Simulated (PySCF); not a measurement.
# Polarisability and C₆ of S (sulfur, neutral)

[Ne] 3s2 3p4, high-spin 3P determinant. Calculation: PySCF 2.14, in aug-cc-pV(T+d)Z with one added diffuse shell each of s, p, d, f type (7s6p5d3f, 71 functions); no relativity, point nucleus. Coupled (time-dependent) response in atomic units; α is the mean over directions.

| method | mean α (bohr³) | α xx, yy, zz | C₆ (like pair) | S(−4) |
| --- | --- | --- | --- | --- |
| UHF | 19.15 | 18.03, 21.37, 18.03 | 130.4 | 104.0 |
| PBE | 21.09 | 19.59, 24.09, 19.59 | 145.3 | 145.9 |
| PBE0 | 20.12 | 18.81, 22.75, 18.81 | 137.7 | 124.0 |
| BLYP | 21.55 | 19.97, 24.72, 19.97 | 148.8 | 157.7 |
| M06-L | 20.72 | 19.00, 24.17, 19.00 | 145.4 | 131.5 |

S(−4) is the Cauchy moment in α(ω) = α(0) + S(−4) ω² + …

Reference α: 19.4 ± 0.1 bohr³ (recommended; Schwerdtfeger and Nagle, table of static dipole polarizabilities (2023 update)). Published C₆: 134.0 (Chu and Dalgarno (2004); Tang, Norbeck and Certain (1976)).

α(iu) at BLYP:

```json
{"u (hartree)": "0", "α(iu) (bohr³)": "21.55"}
{"u (hartree)": "0.0500", "α(iu) (bohr³)": "21.17"}
{"u (hartree)": "0.100", "α(iu) (bohr³)": "20.13"}
{"u (hartree)": "0.200", "α(iu) (bohr³)": "17.09"}
{"u (hartree)": "0.300", "α(iu) (bohr³)": "13.97"}
{"u (hartree)": "0.500", "α(iu) (bohr³)": "9.216"}
{"u (hartree)": "0.750", "α(iu) (bohr³)": "5.753"}
{"u (hartree)": "1.00", "α(iu) (bohr³)": "3.849"}
{"u (hartree)": "1.50", "α(iu) (bohr³)": "2.037"}
{"u (hartree)": "2.00", "α(iu) (bohr³)": "1.260"}
{"u (hartree)": "3.00", "α(iu) (bohr³)": "0.6323"}
{"u (hartree)": "5.00", "α(iu) (bohr³)": "0.2703"}
```

The components differ because the open shell of this determinant is not spherical; for a pure term their mean is the scalar polarisability.
